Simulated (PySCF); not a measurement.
Ionisation energy of Co³⁺ by level of theory

Co³⁺ [Ar] 3d6 [3d3/2^4 3d5/2^2, M_J = 4] → Co⁴⁺ [Ar] 3d5 [3d3/2^4 3d5/2^1, M_J = 5/2], as a difference of total energies. Calculation: PySCF 2.14, in x2c-SVPall-2c (5s5p3d1f, 42 functions); the two-component X2C-1e Hamiltonian. Correlated levels: [Ne] frozen; the 6 highest virtual spinors dropped. "Screened" scales the spin-orbit matrix elements by Boettger's factors to mimic the two-electron term; Breit and QED terms are absent.

Question: Order these methods by the ionisation energy they give, lowest first.
A. GHF (screened spin-orbit)
B. GHF (spin-free)
C. GMP2 (spin-free)
D. GMP2 (screened spin-orbit)

Answer: B (50.145 eV), A (50.218 eV), C (51.004 eV), D (51.077 eV).

Errors of the correlated levels include the incompleteness of this basis and the frozen core.

The labels give the starting determinants; with spin-orbit coupling the two ends relaxed to ⟨J²⟩ = 20.00, ⟨L²⟩ = 6.01, ⟨S²⟩ = 6.00 and ⟨J²⟩ = 8.75, ⟨L²⟩ = 0.00, ⟨S²⟩ = 8.75.

For comparison: 51.27 ± 0.1 eV (semi-empirical (NIST evaluation); NIST Atomic Spectra Database, ionization energies).
